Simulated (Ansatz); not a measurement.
Isolated molecules relaxed with PBE0-D4/def2-TZVP in Ansatz; ΔE leaves out vibrations. CCSD(T)/CBS is the MP2 limit (def2-TZVPP, def2-QZVPP) plus CCSD(T) − MP2 in def2-TZVPP, frozen cores. This one scheme is used for every species. DFT in def2-TZVPP. B3LYP here is the variant with VWN-RPA as its local correlation; programs differ in this. Each species was taken in one conformer, which may not be the lowest.

`F[SiH2]C[SiH](F)F` + `F[SiH3]` → `F[SiH2][SiH](F)F` + `C[SiH2]F`  (formal exchange of groups at the Si–C bond)

(1) Is it downhill or uphill in electronic energy at CCSD(T)/CBS, and by how much? (Best estimate.)

(2) What do these levels give: PBE-D4, revPBE, r2SCAN, B3LYP, BHLYP, CAM-B3LYP, HF/def2-SVP, MP2/def2-SVP, CCSD/def2-SVP, MP2/def2-TZVPP, CCSD/def2-TZVPP, CCSD/CBS(def2)? (Best estimate.)

(3) What do rigid-rotor, harmonic-oscillator terms from PBE0-D4/def2-TZVP frequencies (298.15 K, 1 bar) make of the CCSD(T)/CBS value? (Estimate.)

Largest T1 diagnostic among the species: 0.012.

## Answers

(1) The calculation gave: Uphill: ΔE = +43.0 kJ/mol.

(2) Ansatz gave: PBE-D4 25.8, revPBE 20.2, r2SCAN 37.2, B3LYP 31.6, BHLYP 39.4, CAM-B3LYP 37.2, HF/def2-SVP 46.6, MP2/def2-SVP 52.8, CCSD/def2-SVP 46.7, MP2/def2-TZVPP 51.4, CCSD/def2-TZVPP 44.6, CCSD/CBS(def2) 42.8 kJ/mol.

(3) The calculation gave: ΔZPE = +4.4 kJ/mol, ΔH = +48.0 kJ/mol, ΔS = 12 J/(mol·K), ΔG = +44.5 kJ/mol. Modes under 50 cm⁻¹ make the entropy rough.

At CCSD(T), def2-SVP lies +3.7 kJ/mol from the extrapolated value and def2-TZVPP +1.8 kJ/mol. The D4 term adds +3.8 kJ/mol with B3LYP and +2.2 kJ/mol with PBE0; it sums over pairs of atoms, weighted by their polarisabilities, and B3LYP, whose exchange is more repulsive, gets the larger term. From BLYP to BHLYP (50 % exact exchange), in def2-TZVPP and without D4, ΔE moves by +14.1 kJ/mol.
